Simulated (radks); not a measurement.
Values are calculated unless marked as measured or tabulated.
Ionisation of Au+, [Xe] 4f14 5d10, to Au2+, [Xe] 4f14 5d9, under several functionals. Scalar-relativistic Kohn-Sham, spin-polarised, spherical densities, point nucleus; open shells are filled with parallel spins first (spin-orbit coupling, left out, can overturn this in heavy ions); a radial shooting solver on a logarithmic mesh with Libxc functionals. The NIST Atomic Spectra Database gives 20.20 eV (measured). Rank these functionals by the error of their Delta-SCF ionisation energy: LDA (Slater exchange, VWN5 correlation); LDA (Slater exchange, Perdew-Wang correlation); BP86; AM05; PW91.

Answer. From best to worst: AM05 21.063 eV (+0.860); PW91 21.121 eV (+0.918); BP86 21.169 eV (+0.966); LDA (Slater exchange, Perdew-Wang correlation) 21.355 eV (+1.152); LDA (Slater exchange, VWN5 correlation) 21.359 eV (+1.156). Open shells are spherical and high-spin; term and fine-structure splittings are not resolved. Spin-orbit splitting is averaged out at the scalar-relativistic level.
